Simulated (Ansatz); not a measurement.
C₈H₁₈MgO₂ (`CC(C)(C)[O][Mg][O]C(C)(C)C`), one more setting.

```yaml
crystal:
  periodic: [false, false, false]
  atoms:
    - {symbol: C, position_ang: [0.534452, 2.613588, 2.871605]}
    - {symbol: C, position_ang: [-0.502864, 2.565172, 1.752485]}
    - {symbol: C, position_ang: [-0.376849, 3.809846, 0.877414]}
    - {symbol: C, position_ang: [-1.905490, 2.494760, 2.351153]}
    - {symbol: O, position_ang: [-0.281965, 1.437158, 0.974616]}
    - {symbol: Mg, position_ang: [-0.002098, 0.000711, -0.001559]}
    - {symbol: O, position_ang: [0.279056, -1.435157, -0.978213]}
    - {symbol: C, position_ang: [0.497878, -2.566340, -1.752052]}
    - {symbol: C, position_ang: [-0.809239, -3.343888, -1.884607]}
    - {symbol: C, position_ang: [1.551937, -3.439767, -1.076097]}
    - {symbol: C, position_ang: [0.988259, -2.141352, -3.133974]}
    - {symbol: H, position_ang: [0.398012, 3.489546, 3.511219]}
    - {symbol: H, position_ang: [1.540928, 2.650564, 2.447200]}
    - {symbol: H, position_ang: [0.456216, 1.717962, 3.493107]}
    - {symbol: H, position_ang: [-0.543571, 4.725367, 1.451034]}
    - {symbol: H, position_ang: [-1.109276, 3.772992, 0.067066]}
    - {symbol: H, position_ang: [0.621838, 3.857074, 0.435992]}
    - {symbol: H, position_ang: [-2.123331, 3.366605, 2.973611]}
    - {symbol: H, position_ang: [-2.650670, 2.446621, 1.553111]}
    - {symbol: H, position_ang: [-2.004234, 1.598005, 2.968085]}
    - {symbol: H, position_ang: [-0.683003, -4.246302, -2.488541]}
    - {symbol: H, position_ang: [-1.570741, -2.717717, -2.356354]}
    - {symbol: H, position_ang: [-1.170844, -3.638829, -0.896303]}
    - {symbol: H, position_ang: [2.485654, -2.882278, -0.967268]}
    - {symbol: H, position_ang: [1.210293, -3.735509, -0.080962]}
    - {symbol: H, position_ang: [1.756680, -4.345331, -1.653199]}
    - {symbol: H, position_ang: [0.242038, -1.504866, -3.616215]}
    - {symbol: H, position_ang: [1.917327, -1.573041, -3.042672]}
    - {symbol: H, position_ang: [1.174105, -3.003795, -3.779479]}
basis:
  gaussian: {orbitals: def2-mTZVP}
total_charge: 1
magnetization: {spin_polarized: true, initial_magnetization: 1}
hamiltonian: {xc: {name: rPW86-PBE}, dispersion: d3bjatm}
output: {forces: true}
```

```sh
$ ansatz run in.yaml --threads 11 --pin off --events-out ev --progress --plain --max-ram 120832MiB --backend cpu
```

It prints (some lines left out):

```
Functional definition: rPW86-PBE
2753 factors; their error is unknown
mean field evaluation 1: about -18108.7283 eV, gradient 1.1e2 eV
mean field evaluation 2: about -17940.2740 eV, gradient 2.0e2 eV
mean field evaluation 4: about -18150.2730 eV, gradient 4.7e1 eV
mean field evaluation 8: about -18158.7118 eV, gradient 1.6e1 eV
mean field evaluation 16: about -18160.6335 eV, gradient 4.2e-3 eV
mean field evaluation 32: about -18160.6340 eV, gradient 1.2e-5 eV
mean field -18160.63422212 eV, -667.3909979430 hartree, gradient 6.8e-9 eV, S^2 0.752013; 16 other end points of the search recorded, 0 dependent functions left out
reference -18160.63442014 eV, -667.3910052200 hartree; 47, 46 occupied and 221, 222 virtual orbitals, 2753 factors
Total energy: -18161.33661914 eV, -667.4168105573 hartree
Atom 0 at     0.534452     2.613588     2.871605 Å, force     0.489770     0.022459     0.069926 eV/Å
Atom 1 at    -0.502864     2.565172     1.752485 Å, force    -0.138304    -0.197707     1.361645 eV/Å
Atom 2 at    -0.376849     3.809846     0.877414 Å, force     0.146411     0.599371    -0.987921 eV/Å
Atom 3 at    -1.905490     2.494760     2.351153 Å, force    -0.575438    -0.050455    -0.149082 eV/Å
Atom 4 at    -0.281965     1.437158     0.974616 Å, force    -0.104520     0.732575     0.154973 eV/Å
Atom 5 at    -0.002098     0.000711    -0.001559 Å, force     0.000118     0.001185    -0.002171 eV/Å
Atom 6 at     0.279056    -1.435157    -0.978213 Å, force     0.244762    -0.408513    -0.585750 eV/Å
Atom 7 at     0.497878    -2.566340    -1.752052 Å, force    -0.466537    -1.206277     0.510724 eV/Å
Atom 8 at    -0.809239    -3.343888    -1.884607 Å, force    -0.430991     0.047716    -0.162745 eV/Å
Atom 9 at     1.551937    -3.439767    -1.076097 Å, force     0.587570     0.004409     0.223446 eV/Å
Atom 10 at     0.988259    -2.141352    -3.133974 Å, force     0.369451     0.741169    -0.815318 eV/Å
Atom 11 at     0.398012     3.489546     3.511219 Å, force    -0.041081     0.056265    -0.017523 eV/Å
Atom 12 at     1.540928     2.650564     2.447200 Å, force     0.156533     0.027511     0.044817 eV/Å
Atom 13 at     0.456216     1.717962     3.493107 Å, force    -0.020102    -0.079805     0.064669 eV/Å
Atom 14 at    -0.543571     4.725367     1.451034 Å, force    -0.041701    -0.107022     0.213936 eV/Å
Atom 15 at    -1.109276     3.772992     0.067066 Å, force    -0.075875     0.020730    -0.059924 eV/Å
Atom 16 at     0.621838     3.857074     0.435992 Å, force     0.091754     0.018414    -0.017374 eV/Å
Atom 17 at    -2.123331     3.366605     2.973611 Å, force     0.060544     0.068893    -0.006574 eV/Å
Atom 18 at    -2.650670     2.446621     1.553111 Å, force    -0.163090     0.012855    -0.021244 eV/Å
Atom 19 at    -2.004234     1.598005     2.968085 Å, force     0.010508    -0.077458     0.064571 eV/Å
Atom 20 at    -0.683003    -4.246302    -2.488541 Å, force     0.050589    -0.014671    -0.040163 eV/Å
Atom 21 at    -1.570741    -2.717717    -2.356354 Å, force    -0.149557    -0.009303    -0.067025 eV/Å
Atom 22 at    -1.170844    -3.638829    -0.896303 Å, force    -0.027228    -0.040144     0.094477 eV/Å
Atom 23 at     2.485654    -2.882278    -0.967268 Å, force     0.158050    -0.025693     0.037823 eV/Å
Atom 24 at     1.210293    -3.735509    -0.080962 Å, force    -0.052854    -0.029305     0.080237 eV/Å
Atom 25 at     1.756680    -4.345331    -1.653199 Å, force    -0.040564     0.001170    -0.089939 eV/Å
Atom 26 at     0.242038    -1.504866    -3.616215 Å, force    -0.074252     0.031961    -0.048005 eV/Å
Atom 27 at     1.917327    -1.573041    -3.042672 Å, force     0.095784     0.030135    -0.011903 eV/Å
Atom 28 at     1.174105    -3.003795    -3.779479 Å, force    -0.059749    -0.170466     0.161416 eV/Å
Dipole moment:     0.021520     0.051305    -0.068146 e Å
```

It took 2.8 min on 11 threads of an AMD EPYC 7R13 on a shared host, with 1.8 GiB of host memory at the peak.
